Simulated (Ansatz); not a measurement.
Cost and result for the atomization energy of C₂H₇BN₂ (`NCC1BN1`) (12 atoms, 12 bonds).

Z-matrix (Å, degrees):
```
C
C 1 1.513
N 1 1.453 2 114.4
H 1 1.097 2 110.5 3 121.6
H 1 1.096 2 109.1 3 -122.0
N 2 1.467 1 118.8 3 160.6
B 2 1.564 1 123.7 3 98.6
H 2 1.095 1 113.1 3 -59.8
H 3 1.014 1 109.7 2 -53.6
H 3 1.013 1 110.3 2 63.3
H 6 1.003 2 135.6 1 70.8
H 7 1.184 2 155.5 1 -76.8
```

Charge 0, multiplicity 1. The geometry is a stationary point of PBE0-D4/def2-TZVP. It is one conformer, not always the lowest. Program: Ansatz. All runs use 4 threads of an Arm Neoverse V2 on a shared host. Times are those of one run each, without the atoms' runs, and a repeat can differ threefold. Electronic energies, without spin–orbit coupling; frozen cores. CCSD(T)/CBS adds CCSD(T) − MP2 in def2-TZVPP to the MP2 limit, and its time is that of the two runs behind it. T1 = 0.012. B3LYP takes the VWN-RPA correlation (the form of Gaussian; ORCA's B3LYP/G).

CCSD(T)/CBS is a level of theory with its own doubt, some kJ/mol a heavy atom from the limit and from the frozen cores, so smaller differences don't rank the functionals.

```tsv
level	functions	wall time
PBE-D4/def2-TZVPP (with forces)	253	1.9 s
PBE0-D4/def2-TZVPP	253	1.9 s
B3LYP-D4/def2-TZVPP (with forces)	253	3 s
r2SCAN-D4/def2-TZVPP (with forces)	253	3.5 s
B2PLYP/def2-TZVPP	253	4 s
ωB97X-V/def2-TZVPP	253	5.5 s
ωB97M-V/def2-TZVPP (with forces)	253	8 s
MP2/def2-QZVPP	495	19 s
CCSD(T)/def2-TZVPP	253	110 s
CCSD(T)/CBS(def2)	–	2.1 min
```

**Question.** What atomization energy does each give, and how far from CCSD(T)/CBS? (Best estimate.)

**Answer.** Ansatz gave: 
```tsv
level	atomization (kJ/mol)	difference from CCSD(T)/CBS	per bond
PBE-D4/def2-TZVPP (with forces)	4695.1	161.9	13.5
PBE0-D4/def2-TZVPP	4595.5	62.3	5.2
B3LYP-D4/def2-TZVPP (with forces)	4576.2	43.0	3.6
r2SCAN-D4/def2-TZVPP (with forces)	4553.6	20.4	1.7
B2PLYP/def2-TZVPP	4514.9	-18.3	-1.5
ωB97X-V/def2-TZVPP	4572.8	39.6	3.3
ωB97M-V/def2-TZVPP (with forces)	4581.2	48.0	4.0
MP2/def2-QZVPP	4559.2	26.0	2.2
CCSD(T)/def2-TZVPP	4403.9	-129.3	-10.8
CCSD(T)/CBS(def2)	4533.2	0.0	0.0
```

From PBE to PBE0 (25 % exact exchange), in def2-TZVPP and without D4, the atomization energy moves by −96.4 kJ/mol: exact exchange takes away binding that semilocal exchange gives to molecules. In def2-TZVPP, CCSD(T) changes the Hartree–Fock value by +1215.0 kJ/mol (the triples alone add +73.3 kJ/mol) and MP2 by +1293.6 kJ/mol; breaking electron pairs costs correlation energy, which Hartree–Fock lacks. The D4 term adds +31.2 kJ/mol with B3LYP and +16.4 kJ/mol with PBE0; it sums over pairs of atoms, weighted by their polarisabilities, and B3LYP, whose exchange is more repulsive, gets the larger term.
